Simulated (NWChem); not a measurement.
The numbers come from NWChem runs, not from measurements. System: CH3FSn, charge 0, spin multiplicity 1, at a geometry optimised with PBE/def2-SVP with def2 effective core potentials on Sn. The structure started from a generated list of species. Level: RHF/def2-TZVP with def2 effective core potentials on Sn.

Output (cleaned and shortened):

```
             Northwest Computational Chemistry Package (NWChem) 7.3.0
             --------------------------------------------------------

                                NWChem Input Module
                                -------------------

 Scaling coordinates for geometry "geometry" by  1.889725989
 (inverse scale =  0.529177249)

 Turning off AUTOSYM since
 SYMMETRY directive was detected!

                             Geometry "geometry" -> ""
                             -------------------------

 Output coordinates in angstroms (scale by  1.889725989 to convert to a.u.)

  No.       Tag          Charge          X              Y              Z
 ---- ---------------- ---------- -------------- -------------- --------------
    1 Sn                  50.0000     0.36431300     0.14512300     0.00000000
    2 F                    9.0000    -1.34837800     1.15383400     0.00000000
    3 C                    6.0000    -0.61978600    -1.84560900     0.00000000
    4 H                    1.0000    -0.32123500    -2.43059700    -0.89645000
    5 H                    1.0000    -1.71905000    -1.70581800     0.00000000
    6 H                    1.0000    -0.32123500    -2.43059700     0.89645000

 Effective nuclear repulsion energy (a.u.)     242.4560696654

            Nuclear Dipole moment (a.u.)
            ----------------------------
        X                 Y               Z
 ---------------- ---------------- ----------------
     0.0000226767    -0.0000188973     0.0000000000

      Symmetry information
      --------------------

 Group name             Cs
 Group number              2
 Group order               2
 No. of unique centers     5

      Symmetry unique atoms

     1    2    3    4    5


 Summary of "ao basis" -> "" (spherical)
 ------------------------------------------------------------------------------
       Tag                 Description            Shells   Functions and Types
 ---------------- ------------------------------  ------  ---------------------
 *                         def2-tzvp                  on all atoms

 Summary of "ao basis" -> "ao basis" (spherical)
 ------------------------------------------------------------------------------
       Tag                 Description            Shells   Functions and Types
 ---------------- ------------------------------  ------  ---------------------
 Sn                        def2-tzvp                16       50   6s5p3d2f
 F                         def2-tzvp                11       31   5s3p2d1f
 C                         def2-tzvp                11       31   5s3p2d1f
 H                         def2-tzvp                 4        6   3s1p

                                 NWChem SCF Module
                                 -----------------

  ao basis        = "ao basis"
  functions       =   130
  atoms           =     6
  closed shells   =    20
  open shells     =     0
  charge          =   0.00
  wavefunction    = RHF
  use symmetry    = T
  symmetry adapt  = T

 Summary of "ao basis" -> "ao basis" (spherical)
 ------------------------------------------------------------------------------
       Tag                 Description            Shells   Functions and Types
 ---------------- ------------------------------  ------  ---------------------
 Sn                        def2-tzvp                16       50   6s5p3d2f
 F                         def2-tzvp                11       31   5s3p2d1f
 C                         def2-tzvp                11       31   5s3p2d1f
 H                         def2-tzvp                 4        6   3s1p

      Symmetry analysis of basis
      --------------------------

        a'         86
        a"         44

 Forming initial guess at       0.1s

      Superposition of Atomic Density Guess
      -------------------------------------

 Sum of atomic energies:        -387.70093787

      Non-variational initial energy
      ------------------------------

 Total energy =    -352.339386
 1-e energy   =    -804.959499
 2-e energy   =     333.142369
 HOMO         =      -0.242695
 LUMO         =      -0.057232

      Symmetry analysis of molecular orbitals - initial
      -------------------------------------------------
[...]
    16 a"         17 a'         18 a"         19 a'         20 a'
    21 a"         22 a'         23 a'         24 a'         25 a"
    26 a'         27 a"         28 a'         29 a'         30 a'

 Starting SCF solution at       3.7s

 ----------------------------------------------
         Quadratically convergent ROHF

 Convergence threshold     :          1.000E-07
 Maximum no. of iterations :          100
 Final Fock-matrix accuracy:          1.000E-09
 ----------------------------------------------

              iter       energy          gnorm     gmax       time
             ----- ------------------- --------- --------- --------
                 1     -352.4106951530  1.16D+00  2.97D-01      3.9
                 2     -352.4825370306  3.17D-01  8.40D-02      4.3
                 3     -352.4918420710  2.84D-02  6.55D-03      4.9
                 4     -352.4919668180  3.41D-04  8.55D-05      5.8
                 5     -352.4919668420  4.46D-08  7.97D-09      7.7

       Final RHF  results
       ------------------

         Total SCF energy =   -352.491966842041
      One-electron energy =   -807.498520571275
      Two-electron energy =    335.528810157734
 Nuclear repulsion energy =    119.477743571500

        Time for solution =      4.0s

       Symmetry analysis of molecular orbitals - final
       -----------------------------------------------

  Numbering of irreducible representations:

     1 a'          2 a"

  Orbital symmetries:

     1 a'          2 a'          3 a'          4 a"          5 a'
     6 a'          7 a'          8 a"          9 a'         10 a"
    11 a'         12 a'         13 a'         14 a'         15 a'
    16 a"         17 a"         18 a'         19 a'         20 a'
    21 a"         22 a'         23 a'         24 a'         25 a"
    26 a'         27 a"         28 a'         29 a'         30 a'

             Final eigenvalues
             -----------------

              1
    1  -26.2055
    2  -11.2171
    3   -5.8773
    4   -4.0715
    5   -4.0636
    6   -4.0584
    7   -1.4864
    8   -1.3363
    9   -1.3358
   10   -1.3297
   11   -1.3217
   12   -1.3183
   13   -0.9185
   14   -0.6366
   15   -0.5750
   16   -0.5653
   17   -0.5445
   18   -0.5436
   19   -0.4853
   20   -0.3300
   21    0.0024
   22    0.0700
   23    0.1006
   24    0.1664
   25    0.1690
   26    0.2109
   27    0.2329
   28    0.2451
   29    0.2732
   30    0.2944

                       ROHF Final Molecular Orbital Analysis
                       -------------------------------------

 Vector   18  Occ=2.000000D+00  E=-5.436265D-01  Symmetry=a'
              MO Center= -9.5D-01, -1.5D+00,  2.3D-11, r^2= 2.2D+00
   Bfn.  Coefficient  Atom+Function         Bfn.  Coefficient  Atom+Function
  ----- ------------  ---------------      ----- ------------  ---------------
    87      0.266215  3 C  px                90      0.238818  3 C  px
   120     -0.236044  5 H  s                119     -0.158326  5 H  s

 Vector   19  Occ=2.000000D+00  E=-4.853113D-01  Symmetry=a'
              MO Center= -2.4D-01, -3.7D-01, -6.7D-13, r^2= 3.2D+00
   Bfn.  Coefficient  Atom+Function         Bfn.  Coefficient  Atom+Function
  ----- ------------  ---------------      ----- ------------  ---------------
     5      0.411500  1 Sn s                  2      0.328081  1 Sn s
     6      0.307116  1 Sn s                  3     -0.258502  1 Sn s
     1     -0.207067  1 Sn s                  4     -0.203179  1 Sn s
    56     -0.196524  2 F  px                91      0.190791  3 C  py
    88      0.187233  3 C  py                59     -0.177831  2 F  px

 Vector   20  Occ=2.000000D+00  E=-3.299503D-01  Symmetry=a'
              MO Center=  3.6D-01, -2.5D-01,  1.4D-13, r^2= 3.5D+00
   Bfn.  Coefficient  Atom+Function         Bfn.  Coefficient  Atom+Function
  ----- ------------  ---------------      ----- ------------  ---------------
     6      0.452643  1 Sn s                  5      0.312885  1 Sn s
     2      0.253065  1 Sn s                 16      0.228930  1 Sn px
    91     -0.211984  3 C  py                86     -0.209434  3 C  s
     3     -0.203134  1 Sn s                 10     -0.195980  1 Sn px
    88     -0.194054  3 C  py                17      0.173994  1 Sn py

 Vector   21  Occ=0.000000D+00  E= 2.427309D-03  Symmetry=a"
              MO Center=  5.0D-01,  1.6D-01, -4.8D-13, r^2= 4.9D+00
   Bfn.  Coefficient  Atom+Function         Bfn.  Coefficient  Atom+Function
  ----- ------------  ---------------      ----- ------------  ---------------
    21      0.652413  1 Sn pz                18      0.353970  1 Sn pz
    12     -0.280015  1 Sn pz                15      0.231736  1 Sn pz

 Vector   22  Occ=0.000000D+00  E= 7.004806D-02  Symmetry=a'
              MO Center=  8.2D-01,  1.3D-01,  1.2D-12, r^2= 7.3D+00
   Bfn.  Coefficient  Atom+Function         Bfn.  Coefficient  Atom+Function
  ----- ------------  ---------------      ----- ------------  ---------------
    86      1.195298  3 C  s                 20      1.016994  1 Sn py
     6     -0.579110  1 Sn s                 19     -0.532363  1 Sn px
   121     -0.321179  5 H  s                 16      0.238632  1 Sn px
     5      0.227831  1 Sn s                 94      0.182815  3 C  py
    34      0.162352  1 Sn d  0

 Vector   23  Occ=0.000000D+00  E= 1.005908D-01  Symmetry=a'
              MO Center=  5.3D-01,  5.4D-02,  2.1D-13, r^2= 1.0D+01
   Bfn.  Coefficient  Atom+Function         Bfn.  Coefficient  Atom+Function
  ----- ------------  ---------------      ----- ------------  ---------------
    86      2.755304  3 C  s                  6     -1.443142  1 Sn s
    19      1.182793  1 Sn px                20      0.949747  1 Sn py
   115     -0.565771  4 H  s                127     -0.565771  6 H  s
    94      0.523371  3 C  py                17      0.424904  1 Sn py
    93      0.331241  3 C  px                85     -0.254114  3 C  s

 center of mass
 --------------
 x =   0.09352254 y =   0.12768970 z =   0.00000000

 moments of inertia (a.u.)
 ------------------
         301.463453221747          19.914455337628           0.000000000000
          19.914455337628         211.526350569689           0.000000000000
           0.000000000000           0.000000000000         501.420827443017

  Mulliken analysis of the total density
  --------------------------------------

    Atom       Charge   Shell Charges
 -----------   ------   -------------------------------------------------------
    1 Sn  22    21.09   0.28 -0.77  1.53  0.95  1.03  0.79 -0.40  6.35  0.47  0.58  0.09  8.97  1.05  0.11  0.05  0.00
    2 F    9     9.63   0.77  1.20  0.59  1.00  0.40  2.22  2.27  1.16  0.00  0.00  0.00
    3 C    6     6.66   0.85  1.12  0.46  0.73  0.11  1.21  1.56  0.57  0.01  0.03  0.00
    4 H    1     0.88   0.26  0.48  0.12  0.02
    5 H    1     0.85   0.26  0.47  0.10  0.02
    6 H    1     0.88   0.26  0.48  0.12  0.02

       Multipole analysis of the density wrt the origin
       ------------------------------------------------

     L   x y z        total         open         nuclear
     -   - - -        -----         ----         -------
     0   0 0 0     -0.000000      0.000000     40.000000

     1   1 0 0      1.031891      0.000000    -19.276626
     1   0 1 0     -0.735867      0.000000     -7.678815
     1   0 0 1     -0.000000      0.000000      0.000000

     2   2 0 0    -31.187638      0.000000     88.381560
     2   1 1 0      1.392820      0.000000     -5.291701
     2   1 0 1      0.000000      0.000000      0.000000
     2   0 2 0    -30.269681      0.000000    170.012606
     2   0 1 1     -0.000000      0.000000      0.000000
     2   0 0 2    -24.088540      0.000000      5.739576

 Task  times  cpu:        7.7s     wall:        7.7s

 Total times  cpu:        7.7s     wall:        7.7s
```

Problem. Write an NWChem input that would produce this output.

Solution. One answer among several that fit: 
```
start mol
memory heap 200 mb stack 800 mb global 1000 mb
geometry units angstroms nocenter noautoz
  Sn     0.364313     0.145123     0.000000
  F     -1.348378     1.153834     0.000000
  C     -0.619786    -1.845609     0.000000
  H     -0.321235    -2.430597    -0.896450
  H     -1.719050    -1.705818     0.000000
  H     -0.321235    -2.430597     0.896450
  symmetry group Cs
end
basis spherical
  * library def2-tzvp
end
ecp
  Sn library def2-ecp
end
scf
  rhf
  nopen 0
  maxiter 100
  thresh 1e-7
  semidirect memsize 60000000 filesize 0
end
task scf energy
```
